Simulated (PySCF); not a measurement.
Job file and geometry (Å, from GFN2-xTB) of an NMR shielding run on SMILES CCc1ccoc1BF, C6H8BFO, GIAO PBE0/pcSseg-1 NMR shielding, non-relativistic, gas phase in PySCF 2.14.0, density-fitted response routines; density fitting, a coarse starting grid and PySCF grid level 2 are the driver's defaults:

```
$ OMP_NUM_THREADS=1 python probes_run.py task.json out

{"job": {"kind": "nmr", "xc": "PBE0", "basis": "pcSseg-1"}, "charge": 0, "multiplicity": 1}
C     -2.145025    -0.179860     0.242271
C     -1.131652     0.154955    -0.854937
C      0.247674    -0.214692    -0.428847
C      0.905807    -1.430974    -0.704574
C      2.119433    -1.350695    -0.082592
O      2.256548    -0.193175     0.550380
C      1.115626     0.534457     0.358090
B      0.959709     1.926044     0.974264
F      1.927219     2.421556     1.724969
H     -3.149291     0.085643    -0.078438
H     -1.908566     0.371329     1.148919
H     -2.122505    -1.243222     0.469092
H     -1.386796    -0.395824    -1.762218
H     -1.174882     1.222884    -1.071028
H      0.533693    -2.249043    -1.287217
H      2.936653    -2.044439    -0.029646
H      0.009360     2.597086     0.821603
```

Task: Write the output of this run.

Result: 
```
coarse grid: 14736 points
cycle   1  E = -432.7391143214  dE =  1.450e+00  |g| = 6.019e-01  |ddm| = 3.812e+00
cycle   2  E = -432.6884750266  dE =  5.064e-02  |g| = 8.501e-01  |ddm| = 1.124e+00
cycle   3  E = -432.8088198080  dE = -1.203e-01  |g| = 9.759e-02  |ddm| = 6.662e-01
cycle   4  E = -432.8102221840  dE = -1.402e-03  |g| = 5.045e-02  |ddm| = 1.081e-01
cycle   5  E = -432.8107584011  dE = -5.362e-04  |g| = 1.788e-02  |ddm| = 5.920e-02
cycle   6  E = -432.8108282114  dE = -6.981e-05  |g| = 4.608e-03  |ddm| = 1.872e-02
cycle   7  E = -432.8108324490  dE = -4.238e-06  |g| = 8.162e-04  |ddm| = 3.722e-03
final grid: 144248 points
cycle   8  E = -432.8773907581  dE = -4.879e-05  |g| = 1.148e-02  |ddm| = 3.645e-02
cycle   9  E = -432.8773463602  dE =  4.440e-05  |g| = 1.891e-02  |ddm| = 2.103e-02
cycle  10  E = -432.8774161860  dE = -6.983e-05  |g| = 2.723e-03  |ddm| = 1.495e-02
cycle  11  E = -432.8774179035  dE = -1.717e-06  |g| = 2.958e-04  |ddm| = 2.614e-03
cycle  12  E = -432.8774179188  dE = -1.534e-08  |g| = 1.411e-04  |ddm| = 3.517e-04
cycle  13  E = -432.8774179233  dE = -4.498e-09  |g| = 3.714e-05  |ddm| = 1.585e-04
cycle  14  E = -432.8774179237  dE = -3.565e-10  |g| = 1.037e-05  |ddm| = 4.963e-05
converged SCF energy = -432.8774179237

GIAO shielding tensors (ppm)
atom      isotropic    diamagn.    paramagn.     s11        s22        s33       span
  0 C      162.947     247.347     -84.400    144.476    158.551    185.813     41.336
  1 C      162.925     244.556     -81.631    150.006    165.797    172.972     22.966
  2 C       23.563     260.990    -237.426    -67.131    -12.335    150.156    217.288
  3 C       67.313     252.439    -185.126    -14.909     67.943    148.904    163.814
  4 C       31.669     253.726    -222.058    -51.560     37.504    109.062    160.622
  5 O       17.498     399.422    -381.924   -151.538    -57.018    261.050    412.589
  6 C       27.686     256.103    -228.417    -39.160     15.826    106.391    145.551
  7 B       62.439     192.622    -130.183     32.389     63.290     91.639     59.250
  8 F      227.615     464.087    -236.472     41.816    120.618    520.412    478.596
  9 H       30.252      28.484       1.769     26.204     26.770     37.783     11.579
 10 H       30.580      30.744      -0.164     26.181     29.961     35.598      9.417
 11 H       30.377      30.283       0.094     26.247     29.482     35.404      9.157
 12 H       29.142      30.426      -1.284     24.490     28.210     34.726     10.236
 13 H       28.521      30.747      -2.226     24.280     27.385     33.899      9.620
 14 H       25.121      33.191      -8.070     23.215     24.763     27.384      4.169
 15 H       23.992      29.813      -5.821     21.109     25.083     25.783      4.673
 16 H       26.340      30.777      -4.437     23.303     26.735     28.982      5.680
```

Size and cost of the density-fitted run: 193 basis functions, 42 s wall time on 1 thread of an Arm Neoverse V1, shared host; peak memory 0.85 GiB.
